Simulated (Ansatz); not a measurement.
Basis-set series for CH3BIN. The species carries charge 0 and has multiplicity 1. I: def2 effective core potential. The bonds changed during the relaxation, so this is another structure than the one it started from. All single points use the PBE0-D4/def2-TZVP geometry. It is one conformer, not always the lowest.

```xyz
7

B     0.1565   -0.6299   -0.7277
C     0.0467    0.1620    0.5841
N    -0.0334    0.7529    1.5715
I    -0.8580    0.7640   -2.1681
H     1.3187   -0.7567   -1.0010
H    -0.4643   -1.6509   -0.6104
H    -0.1662    1.3585    2.3515
```

```csv
functional,basis,functions,energy (Eh),HOMO (eV),LUMO (eV)
PBE0-D4,def2-SVP,83,-416.98234,-6.51,-1.42
PBE0-D4,def2-QZVPP,343,-417.13341,-6.68,-1.59
ωB97M-V,def2-SVP,83,-417.03868,-8.57,0.73
ωB97M-V,def2-QZVPP,343,-417.19666,-8.77,0.39
```

(1) Give the rows for def2-TZVPP. (Estimate.)

## Answers

(1) The calculation gave: 
| functional | basis | functions | energy (Eh) | HOMO (eV) | LUMO (eV) |
| --- | --- | --- | --- | --- | --- |
| PBE0-D4 | def2-TZVPP | 185 | -417.12562 | -6.66 | -1.54 |
| ωB97M-V | def2-TZVPP | 185 | -417.18965 | -8.75 | 0.51 |

Positive LUMOs are unbound and depend on the basis.

Program: Ansatz 0.2.0.
